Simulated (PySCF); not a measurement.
## Ga: electron affinity

Ga- [Ar] 3d10 4s2 4p2 (3P) → Ga [Ar] 3d10 4s2 4p1 (2P), as a difference of total energies. All numbers are calculated (PySCF 2.14, scalar relativity through the core potential, in aug-cc-pVTZ-PP with one added diffuse shell each of s, d, f type with ECP10MDF (7s5p5d3f, 68 functions)). Correlated levels: valence: 3s2 3p6 3d10 frozen. The calculations carry no spin-orbit coupling.

Task: Order these methods by the electron affinity they give, lowest first.
A. CAM-B3LYP
B. MP2 (valence)
C. PBE0
D. wB97X-V

Result: D (0.143 eV), B (0.255 eV), A (0.278 eV), C (0.414 eV).

The reference lies between the lowest fine-structure levels, while these numbers refer to the centres of the terms.

Errors of the correlated levels include the incompleteness of this basis and the frozen core.

A negative affinity means that the anion lies above the atom at that level of theory.

In the anion the highest occupied orbital energy is positive at LDA, PBE, PBE0, r2SCAN, BP86, CAM-B3LYP, B2PLYP; the basis confines that electron, and the energy difference can still be sensible.

For comparison: 0.301 eV (measured; photodetachment measurements, as compiled on the Wikipedia data page of electron affinities).
